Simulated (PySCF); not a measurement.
**Al⁻ (aluminium, charge -1) across methods**

[Ne] 3s2 3p2, high-spin 3P determinant. Calculation: PySCF 2.14, in aug-cc-pV(Q+d)Z (7s6p5d3f2g, 89 functions); the non-relativistic Hamiltonian (point nucleus).

```tsv
method	E (hartree)	mean ε 3s α (eV)	mean ε 3s β (eV)	mean ε 3p α (eV)	Σ⟨r²⟩ (bohr²)	⟨S²⟩
revPBE	-242.3407	-3.068	-2.176	1.284	81.19	2.005
PBE0	-242.2744	-4.123	-2.936	0.780	76.37	2.006
r2SCAN	-242.3588	-3.262	-2.209	1.179	77.41	2.010
UHF	-241.88097	-6.847	-4.490	-0.610	73.89	2.018
B97-3	-242.3559	-4.193	-3.024	0.864	77.75	2.004
TPSS	-242.4047	-3.137	-2.003	1.330	76.40	2.006
LDA	-241.3408	-3.318	-2.501	1.198	84.22	2.001
BLYP	-242.3945	-3.112	-2.424	1.382	88.15	2.003
PBE	-242.2549	-3.134	-2.259	1.258	81.98	2.004
```

The highest occupied level is positive at revPBE, PBE0, r2SCAN, B97-3, TPSS, LDA, BLYP, PBE: only the finite basis holds that electron, which in a density functional comes from self-interaction.
